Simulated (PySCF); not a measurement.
FHSi, SMILES [SiH]F (connectivity only; charge and spin as stated), charge +1, multiplicity 2. Geometry: r2SCAN-D4/def2-TZVPD. The spin state was assumed, not searched. The isomer is the one that the SMILES or the coordinates give; other isomers of the formula were not compared.

Method: r2SCAN-D4/def2-TZVPD (PySCF 2.14.0).

Harmonic wavenumbers (cm⁻¹): 667, 1024, 1971. Rotational constants (GHz): 283.2, 17.67, 16.63; symmetry number 1.

**Question.** Work out the zero-point energy and the ideal-gas rigid-rotor harmonic-oscillator thermochemistry at 298.15 K and 1 atm.

**Answer.** ZPE = ½ Σ hcν = ½ × 3662 cm⁻¹ = 21.91 kJ/mol. H − E(el) = 32.24 kJ/mol. Entropy in J/(mol K): translation 157.05, rotation 79.06, vibration 1.82, spin 5.76, total 243.69. G − E(el) = -40.41 kJ/mol. Cp = 38.52 J/(mol K).
